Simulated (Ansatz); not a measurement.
`[OH][Al]([SH])[SH]` and `[OH][Al]([OH])[SH]` differ in one atom or group.

Ansatz, PBE0-D4/def2-TZVP geometries, multiplicity 1. Each molecule was computed in one conformer, which needn't be the lowest.

```tsv
property	`[OH][Al]([SH])[SH]`
HOMO–LUMO gap (PBE/def2-TZVPP) / eV	5.09
HOMO–LUMO gap (B3LYP/def2-TZVPP) / eV	6.58
LUMO energy (ωB97M-V/def2-TZVPP) / eV	1.05
LUMO energy (PBE/def2-TZVPP) / eV	-1.37
size of the dipole moment (PBE/def2-TZVPP) / D	1.19
size of the dipole moment (ωB97M-V/def2-TZVPP) / D	1.25
```

**Question.** What does the change do to each property? (An estimate is asked.)

**Answer.** Ansatz gave: 
| property | `[OH][Al]([OH])[SH]` | shift |
| --- | --- | --- |
| HOMO–LUMO gap (PBE/def2-TZVPP) / eV | 4.97 | -0.12 |
| HOMO–LUMO gap (B3LYP/def2-TZVPP) / eV | 6.45 | -0.13 |
| LUMO energy (ωB97M-V/def2-TZVPP) / eV | 1.02 | -0.03 |
| LUMO energy (PBE/def2-TZVPP) / eV | -1.37 | 0.00 |
| size of the dipole moment (PBE/def2-TZVPP) / D | 2.91 | 1.72 |
| size of the dipole moment (ωB97M-V/def2-TZVPP) / D | 3.09 | 1.84 |

Dipoles are sizes alone; their direction can turn.

B3LYP here is the variant with VWN-RPA as its local correlation; programs differ in this.
